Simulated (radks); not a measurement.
Q: Species: Gd XXXI. Configuration: [Ar] 3d10 4s2 4p3.5 4f0.5 (fractional occupations, a model configuration). Method: Dirac Kohn-Sham, PBE, spin-unpolarised, spherical densities, finite nucleus; open shells are shared between the two j in proportion to 2j + 1; Fermi nuclear charge, rms radius 5.1569 fm; computed with a radial shooting solver on a logarithmic mesh with Libxc functionals. Some entries of the table are withheld. Estimate them.

orbital      occ.  eigenvalue (hartree)  <1/r> (bohr^-1)  r(max) (bohr)
1s1/2           2             -1879.676            71.65        0.01392
2s1/2           2             -343.7080            17.12        0.07913
2p1/2           2             -328.5605            17.09        0.05978
2p3/2           4             -302.9274            15.10        0.06559
3s1/2           2             -105.6166              (1)         0.2231
3p1/2           2             -99.10993            6.232         0.2101
3p3/2           4             -93.70165            5.731         0.2221
3d3/2           4                   (2)            5.611         0.1759
3d5/2           6                   (3)            5.486         0.1793
4s1/2           2             -47.22723            2.956         0.4865
4p1/2     1.16667             -44.54617            2.888            (4)
4p3/2     2.33333             -42.93158            2.728            (5)
4d3/2           0             -38.53390            2.609            (6)
4d5/2           0             -38.18767            2.571            (7)
4f5/2    0.214286             -33.15315            2.360         0.4247
4f7/2    0.285714             -33.06796            2.348         0.4267
5s1/2           0             -26.70597            1.699         0.8825

A: 
(1) 3s1/2 <1/r> (bohr^-1): 6.314
(2) 3d3/2 eigenvalue (hartree): -82.61924
(3) 3d5/2 eigenvalue (hartree): -81.42504
(4) 4p1/2 r(max) (bohr): 0.4849
(5) 4p3/2 r(max) (bohr): 0.5046
(6) 4d3/2 r(max) (bohr): 0.4922
(7) 4d5/2 r(max) (bohr): 0.4978
